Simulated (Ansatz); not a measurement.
Stepwise reaction of `[F][Sc]([F])[Cl]` with hydrogen chloride, as a gas-phase model of exchange steps in deposition or etching. ΔE in kJ/mol; ΔG adds harmonic PBE0-D4 terms to CCSD(T)/CBS, at 1 bar.

Program: Ansatz. Geometries: PBE0-D4/def2-TZVP. ΔE: electronic, gas phase. CBS: MP2 limit from def2 TZ/QZ plus the TZ coupled-cluster correction, frozen cores. This one scheme is used for every species. Functionals use def2-TZVPP. B3LYP here is the variant with VWN-RPA as its local correlation; programs differ in this. For Sc outer-core shells are correlated without core-valence functions, which leaves a few kJ/mol of doubt a bond. Scalar relativity is left out up to krypton.

```json
{"step": "2", "reaction": "`[F][Sc]([Cl])[Cl]` + HCl → `[Cl][Sc]([Cl])[Cl]` + H–F", "PBE-D4": "18.7", "B3LYP-D4": "16.9", "ωB97M-V": "18.0", "CCSD(T)/CBS": "6.5", "ΔG(600 K)": "17.9"}
```

Task: Give the row of step 1, `[F][Sc]([F])[Cl]` + HCl → `[F][Sc]([Cl])[Cl]` + H–F. (An estimate is asked.)

Result: Ansatz gave: 
| step | reaction | PBE-D4 | B3LYP-D4 | ωB97M-V | CCSD(T)/CBS | ΔG(600 K) |
| --- | --- | --- | --- | --- | --- | --- |
| 1 | `[F][Sc]([F])[Cl]` + HCl → `[F][Sc]([Cl])[Cl]` + H–F | 17.1 | 15.5 | 15.4 | 5.4 | 11.5 |

Task: By hand: ΔE of the 2 steps together at CCSD(T)/CBS.

Result: (5.4) + (6.5) = 11.9 kJ/mol, or 6.0 kJ/mol a step.

In ΔE the steps differ by no more than 1.1 kJ/mol. All are uphill at CCSD(T)/CBS. ΔG lies between 11.5 and 17.9 kJ/mol a step. PBE-D4 differs from CCSD(T)/CBS by 11.7 to 12.2 kJ/mol a step. Isolated molecules leave out the surface, adducts and barriers. Largest T1 diagnostic: 0.016.
